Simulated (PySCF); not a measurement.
Predicted microwave data (PBE0/pcSseg-1 in PySCF (dipole) on a GFN2-xTB geometry, gas phase) for one isomer of C7H11ClO:

```
Rotational constants : A = 2618, B = 696.0, C = 617.8 MHz
Dipole components    : |μa| = 3.43 D, |μb| = 0.27 D, |μc| = 1.65 D
Inertial defect      : -101.11 u·Å²
κ                    : -0.92
```

Question: Which candidate fits, each taken in the one conformer that was computed?
A. `[CH2:1]=[CH:2][CH2:3][C:4]([CH3:5])([CH3:6])[C:7](=[O:8])[Cl:9]` with C1–C2–C3–C4 -121°, C2–C3–C4–C5 -177°, C3–C4–C7–O8 123°
B. `[Cl:1][C@@H:2]1[CH2:3][CH2:4][C@@H:5]([C@H:6]2[CH2:7][O:8]2)[CH2:9]1` with C4–C5–C6–C7 -153°, Cl1–C2–C3–C4 -78°, C2–C3–C4–C5 -26°, C3–C4–C5–C6 -118°, C5–C6–C7–O8 106°
C. `[CH3:1][CH2:2][C:3]([C:4](=[O:5])[Cl:6])=[C:7]([CH3:8])[CH3:9]` with C1–C2–C3–C4 81°, C2–C3–C4–O5 -172°
D. `[CH3:1][CH:2]([CH3:3])[C@@H:4]1[CH2:5][C@H:6]1[C:7](=[O:8])[Cl:9]` with C1–C2–C4–C5 150°, C5–C6–C7–O8 29°
E. `[CH3:1][C@@H:2]1[CH2:3][C@@:4]12[CH2:5][O:6][CH2:7][C@@H:8]2[Cl:9]` with C1–C2–C3–C4 -111°, C2–C3–C4–C5 -111°, C3–C4–C5–O6 -163°, C4–C5–O6–C7 36°

Answer: D. It is CC(C)[C@@H]1C[C@H]1C(=O)Cl, a near-prolate asymmetric top, point group C1. The candidates at the same level (rigid rotor, commonest isotopes):

```csv
SMILES,A (MHz),B (MHz),C (MHz),μa (D),μb (D),μc (D),Δ (u·Å²),point group,rotor
C[C@@H]1C[C@@]12COC[C@@H]2Cl,1565,1411,924.6,1.34,0.65,0.09,-134.63,C1,asymmetric top
CC(C)[C@@H]1C[C@H]1C(=O)Cl,2618,696.0,617.8,3.43,0.27,1.65,-101.11,C1,near-prolate asymmetric top
Cl[C@@H]1CC[C@@H]([C@H]2CO2)C1,3136,737.0,690.6,0.29,0.09,2.58,-115.12,C1,near-prolate asymmetric top
C=CCC(C)(C)C(=O)Cl,1726,1046,919.3,1.86,1.45,1.87,-226.05,C1,asymmetric top
CCC(C(=O)Cl)=C(C)C,1819,1099,739.0,3.70,2.07,0.50,-53.94,C1,asymmetric top
```

`C=CCC(C)(C)C(=O)Cl` has B 50 % too high; `C[C@@H]1C[C@@]12COC[C@@H]2Cl` has B 103 % too high; `CCC(C(=O)Cl)=C(C)C` has B 58 % too high; `Cl[C@@H]1CC[C@@H]([C@H]2CO2)C1` has A 20 % too high. No structure here is proved a minimum.
